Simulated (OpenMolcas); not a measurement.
**Multiplet structure of I5+**

| Quantity | Value |
| --- | --- |
| Program | OpenMolcas |
| Method | XMS-CASPT2, IPEA 0.25 Eh, imaginary shift 0.1 Eh (closed shells correlated: 4d) |
| Basis | ANO-RCC-VTZP [7s6p4d2f1g] |
| Scalar Hamiltonian | DKH2, point nucleus |
| Active space | 2 electrons in 4 orbitals (5s 5p) |
| State averaging | 2S+1 = 3 even, 3 roots; 2S+1 = 1 even, 7 roots; 2S+1 = 3 odd, 3 roots; 2S+1 = 1 odd, 3 roots |
| Spin-orbit coupling | RASSI with atomic mean-field integrals over the reference wave functions, term energies averaged over their components |

With spin-orbit coupling, above the lowest level:

| Configuration | Term | J | E (cm⁻¹) | Measured (cm⁻¹) | Term weight % |
| --- | --- | --- | --- | --- | --- |
| 5s² | ¹S | 0 | 0.0 | 0.0 | 100 |
| 5s 5p | ³P° | 0 | 87980 | 85666 | 100 |
| 5s 5p | ³P° | 1 | 91380 | 89262 | 97 |
| 5s 5p | ³P° | 2 | 100990 | 99685 | 100 |
| 5s 5p | ¹P° | 1 | 127270 | 127424 | 97 |
| 5p² | ³P | 0 | 203450 | 200085 | 92 |
| 5p² | ¹D | 2 | 208790 | 209432 | 77 |
| 5p² | ³P | 1 | 211180 | 208474 | 100 |
| 5p² | ³P | 2 | 222830 | 221984 | 77 |
| 5p² | ¹S | 0 | 246060 | 245658 | 91 |

Against the 9 measured excited levels shown (the list in Rauch et al., Astron. Astrophys. 606, A105 (2017)) the mean absolute deviation is 1500 cm-1; the largest miss in energy is 5p² ³P₀: computed 203450, measured 200085 cm⁻¹ (+1.7 %), and the largest in proportion 5s 5p ³P°₀ (+2.7 %).

Spin-orbit coupling puts the lowest level 9.0 cm⁻¹ below the lowest spin-free term.

CASPT2 breaks the degeneracy within a term, and the mean is taken; among the terms shown or strongly mixed into the levels shown the widest spread is 840 cm-1 (5p² ¹D). Over all roots computed the reference weight is 0.82 to 0.95; the roots of lowest weight are the least certain, and an intruder state may touch them. The ¹D term of p² mixes with s d, which this space lacks. Computed and measured levels are paired by configuration, term and J; levels that our copy of the source lacks, or whose pairing is in doubt (as where it misses far off the trend of its configuration), stay unpaired and out of the deviations. Levels of configurations outside the active space are missing.

The term weight is that of the spin-free term in the level, not the purity of its configuration. ° marks odd parity.
